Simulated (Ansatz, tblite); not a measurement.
Forces on the cluster Be4Se3⁺ at its B3LYP-D4/def2-SVP geometry. The state is a doublet with charge 1.

The xTB rows come from tblite. At PBE-D4/def2-TZVP the gap within one spin of the charge 1 doublet nearly closes, so an electron or hole may be smeared out by delocalisation error. Another isomer (doublet) lies 1.80 eV lower at PBE0-D4/def2-TZVP; other spin states weren't run for this one.

GFN1-xTB (tblite), largest force 0.51 eV/Å:

```xyz
7
positions Å, forces eV/Å
Be    1.549   -0.840   -0.016    0.326   -0.102    0.379
Be   -1.596    0.710   -0.760   -0.087    0.050   -0.005
Be   -0.175   -0.274   -1.877    0.024   -0.027   -0.094
Be   -0.495    0.575    1.591    0.229   -0.036    0.453
Se    1.652   -1.270   -1.993   -0.452    0.231   -0.040
Se   -2.256    1.434    1.079    0.103   -0.152   -0.475
Se    1.321   -0.334    1.975   -0.144    0.037   -0.218
```

GFN2-xTB (tblite), largest force 1.03 eV/Å:

```
Be 0.347 -0.131 0.282
Be -0.237 0.172 0.214
Be 0.263 -0.173 -0.179
Be 0.140 0.012 0.444
Se -0.466 0.329 0.432
Se 0.520 -0.353 -0.343
Se -0.568 0.144 -0.850
```

PBE-D4/def2-TZVP (Ansatz), largest force 0.33 eV/Å:

```
Be -0.157 0.099 0.144
Be -0.074 0.061 0.317
Be 0.274 -0.180 0.041
Be 0.164 -0.124 -0.111
Se -0.083 0.064 -0.223
Se -0.129 0.096 -0.187
Se 0.006 -0.016 0.019
```
